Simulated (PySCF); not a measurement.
# Dipole response of Ba (barium, neutral)

[Xe] 6s2, closed-shell 1S. Computed with PySCF 2.14 in aug-cc-pVTZ-X2C, with the spin-free X2C one-electron Hamiltonian (Gaussian nucleus). Coupled (time-dependent) response in atomic units; α is the mean over directions.

| method | mean α (bohr³) | C₆ (like pair) | S(−4) |
| --- | --- | --- | --- |
| UHF | 324.1 | 6886 | 46800 |
| PBE | 267.1 | 5210 | 31650 |
| PBE0 | 279.3 | 5565 | 34410 |
| M06-L | 226.1 | 4303 | 20660 |
| r2SCAN0 | 280.5 | 5763 | 32690 |

S(−4) is the Cauchy moment in α(ω) = α(0) + S(−4) ω² + …

Reference α: 272 ± 10 bohr³ (recommended; Schwerdtfeger and Nagle, table of static dipole polarizabilities (2023 update)). Published C₆: 5540 (Gould and Bucko (2016)).

Hartree-Fock lies above the reference because it lacks correlation, which contracts the outer shell.

α(iu) at PBE0:

```tsv
u (hartree)	α(iu) (bohr³)
0	279.3
0.0500	214.2
0.100	128.8
0.200	54.48
0.300	31.23
0.500	16.14
0.750	9.725
1.00	6.662
1.50	3.732
2.00	2.409
3.00	1.286
5.00	0.5869
```

A single London oscillator, α(iu) = α/(1 + u²/ω²), gives C₆ = (3/4) ω α². Matching the computed C₆ needs ω = 4 × 5565 / (3 × 279.3²) = 0.0951 hartree.

Spin-orbit coupling, which splits the p, d and f shells strongly at this Z, is absent.
